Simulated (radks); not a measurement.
Coulomb parameter of the 3d shell of the titanium ion Ti+ in the model configuration [Ar] 3d1 4s1 4p1, as a second difference U = [E(n + 1) + E(n - 1) - 2 E(n)] / (1)^2 with all orbitals relaxed. "Bare": the charge of the atom changes with n. "Screened": the 4p shell takes up the change at fixed total charge, which measures U(3d,3d) + U(4p,4p) - 2 U(3d,4p). All-electron calculation, scalar-relativistic Kohn-Sham, PBEsol, spin-unpolarised, spherical densities, finite nucleus; Fermi nuclear charge, rms radius 3.5921 fm. Program: a radial shooting solver on a logarithmic mesh with Libxc functionals.

case            configuration  E - E(n) (eV)
start        [Ar] 3d1 4s1 4p1          0.000
bare +1      [Ar] 3d2 4s1 4p1        -10.922
bare -1          [Ar] 4s1 4p1         24.118
screened +1      [Ar] 3d2 4s1         -6.656
screened -1      [Ar] 4s1 4p2         11.078

U(bare) = 13.196 eV, U(screened by 4p) = 4.423 eV, against the Slater integral F0(3d,3d) = 18.745 eV with frozen orbitals.
